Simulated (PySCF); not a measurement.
C6H7O (SMILES [OH2+]c1ccccc1), charge +1, singlet, geometry from GFN2-xTB; CAMB3LYP/6-31G (PySCF).

Here is a job for PySCF.
```python
from pyscf import gto, scf, dft

mol = gto.M(
    atom='''
O     2.277576   -0.234248    0.286151
C     0.821764   -0.086476    0.086685
C     0.316861    1.179053   -0.120664
C    -1.057651    1.314480   -0.253616
C    -1.877561    0.199659   -0.180471
C    -1.337065   -1.059401    0.027038
C     0.035011   -1.215531    0.162438
H     2.577453   -1.128559    0.014877
H     2.766849    0.480543   -0.175361
H     0.962908    2.042058   -0.170170
H    -1.479754    2.293077   -0.415005
H    -2.944577    0.312767   -0.286055
H    -1.976289   -1.925454    0.083735
H     0.464645   -2.191153    0.330306
''',
    basis='6-31g',
    charge=1,
    spin=0,
    verbose=4,
)

mf = dft.RKS(mol)
mf.xc = 'camb3lyp'
mf.kernel()
```

Task: Write the output that PySCF gives for this input, abridged.

Result: 
```
PySCF version 2.14.0

[INPUT] verbose = 4
[INPUT] num. atoms = 14
[INPUT] num. electrons = 50
[INPUT] charge = 1
[INPUT] spin (= nelec alpha-beta = 2S) = 0
[INPUT] symmetry False subgroup None
[INPUT] Mole.unit = angstrom
[INPUT] Symbol           X                Y                Z      unit          X                Y                Z       unit  Magmom
[INPUT]  1 O      2.277576000000  -0.234248000000   0.286151000000 AA    4.303994867882  -0.442664565227   0.540747020270 Bohr   0.0
[INPUT]  2 C      0.821764000000  -0.086476000000   0.086685000000 AA    1.552908899027  -0.163415956348   0.163810909108 Bohr   0.0
[INPUT]  3 C      0.316861000000   1.179053000000  -0.120664000000 AA    0.598780509556   2.228087256347  -0.228021913095 Bohr   0.0
[INPUT]  4 C     -1.057651000000   1.314480000000  -0.253616000000 AA   -1.998670725372   2.484007196218  -0.479264780808 Bohr   0.0
[INPUT]  5 C     -1.877561000000   0.199659000000  -0.180471000000 AA   -3.548076072165   0.377300828305  -0.341040763426 Bohr   0.0
[INPUT]  6 C     -1.337065000000  -1.059401000000   0.027038000000 AA   -2.526686660742  -2.001977746090   0.051094414956 Bohr   0.0
[INPUT]  7 C      0.035011000000  -1.215531000000   0.162438000000 AA    0.066161201347  -2.297020685919   0.306963332222 Bohr   0.0
[INPUT]  8 H      2.577453000000  -1.128559000000   0.014877000000 AA    4.870680268939  -2.132667425413   0.028113455555 Bohr   0.0
[INPUT]  9 H      2.766849000000   0.480543000000  -0.175361000000 AA    5.228586838027   0.908094661077  -0.331384262930 Bohr   0.0
[INPUT] 10 H      0.962908000000   2.042058000000  -0.170170000000 AA    1.819632403153   3.858930350477  -0.321574694617 Bohr   0.0
[INPUT] 11 H     -1.479754000000   2.293077000000  -0.415005000000 AA   -2.796329791730   4.333287512539  -0.784245790325 Bohr   0.0
[INPUT] 12 H     -2.944577000000   0.312767000000  -0.286055000000 AA   -5.564444082693   0.591043970802  -0.540565606562 Bohr   0.0
[INPUT] 13 H     -1.976289000000  -1.925454000000   0.083735000000 AA   -3.734644952991  -3.638580725448   0.158236217040 Bohr   0.0
[INPUT] 14 H      0.464645000000  -2.191153000000   0.330306000000 AA    0.878051795149  -4.140679067019   0.624187877301 Bohr   0.0

nuclear repulsion = 281.332991466531
number of shells = 49
number of NR pGTOs = 182
number of NR cGTOs = 77
basis = 6-31g
ecp = {}

******** <class 'pyscf.dft.rks.RKS'> ********
method = RKS
initial guess = minao
damping factor = 0
level_shift factor = 0
DIIS = <class 'pyscf.scf.diis.CDIIS'>
diis_start_cycle = 1
diis_space = 8
diis_damp = 0
SCF conv_tol = 1e-09
SCF conv_tol_grad = None
SCF max_cycles = 50
direct_scf = True
direct_scf_tol = 1e-13
XC library pyscf.dft.libxc version 7.1.2
    S. Lehtola, C. Steigemann, M. J. T. Oliveira, and M. A. L. Marques,  SoftwareX 7, 1–5 (2018)
XC functionals = camb3lyp
    T. Yanai, D. P. Tew, and N. C. Handy,  Chem. Phys. Lett. 393, 51 (2004)
radial grids:
    Treutler-Ahlrichs [JCP 102, 346 (1995); DOI:10.1063/1.469408] (M4) radial grids

becke partition: Becke, JCP 88, 2547 (1988); DOI:10.1063/1.454033
pruning grids: <function nwchem_prune>
grids dens level: 3
symmetrized grids: False
atomic radii adjust function: <function treutler_atomic_radii_adjust>
small_rho_cutoff = 0
Set gradient conv threshold to 3.16228e-05
Initial guess from minao.
tot grids = 167448
init E= -309.361018105431
  HOMO = -0.275919242050761  LUMO = -0.0486883018293387  gap/eV = 6.18327
cycle= 1 E= -307.454971022195  delta_E= 1.91  |g|= 0.418  |ddm|= 3.68
  HOMO = -0.463155743462993  LUMO = -0.202336027608446  gap/eV = 7.09727
cycle= 2 E= -307.469457116154  delta_E= -0.0145  |g|= 0.419  |ddm|= 1.19
  HOMO = -0.483196184980063  LUMO = -0.168282028225183  gap/eV = 8.56925
cycle= 3 E= -307.515396642415  delta_E= -0.0459  |g|= 0.0551  |ddm|= 0.509
  HOMO = -0.488360342458115  LUMO = -0.159428618505765  gap/eV = 8.95069
cycle= 4 E= -307.51619273122  delta_E= -0.000796  |g|= 0.0252  |ddm|= 0.0797
  HOMO = -0.485846862273467  LUMO = -0.157075903041214  gap/eV = 8.94631
cycle= 5 E= -307.516356871758  delta_E= -0.000164  |g|= 0.00499  |ddm|= 0.0314
  HOMO = -0.485416228207411  LUMO = -0.157671021325262  gap/eV = 8.91840
cycle= 6 E= -307.516364074253  delta_E= -7.2e-06  |g|= 0.00163  |ddm|= 0.00824
  HOMO = -0.485692596894692  LUMO = -0.157685503551597  gap/eV = 8.92553
cycle= 7 E= -307.516364931953  delta_E= -8.58e-07  |g|= 0.000477  |ddm|= 0.00229
  HOMO = -0.485662503895122  LUMO = -0.157675495438964  gap/eV = 8.92498
cycle= 8 E= -307.516365010904  delta_E= -7.9e-08  |g|= 0.00026  |ddm|= 0.000889
  HOMO = -0.485660979740675  LUMO = -0.157645376011557  gap/eV = 8.92576
cycle= 9 E= -307.516365027571  delta_E= -1.67e-08  |g|= 3.46e-05  |ddm|= 0.000312
  HOMO = -0.485664476682471  LUMO = -0.157646176940021  gap/eV = 8.92583
cycle= 10 E= -307.516365028432  delta_E= -8.62e-10  |g|= 8.79e-06  |ddm|= 0.000102
  HOMO = -0.485665336057158  LUMO = -0.157645839797332  gap/eV = 8.92587
Extra cycle  E= -307.516365028461  delta_E= -2.81e-11  |g|= 9.06e-06  |ddm|= 1.98e-05
converged SCF energy = -307.516365028461
```
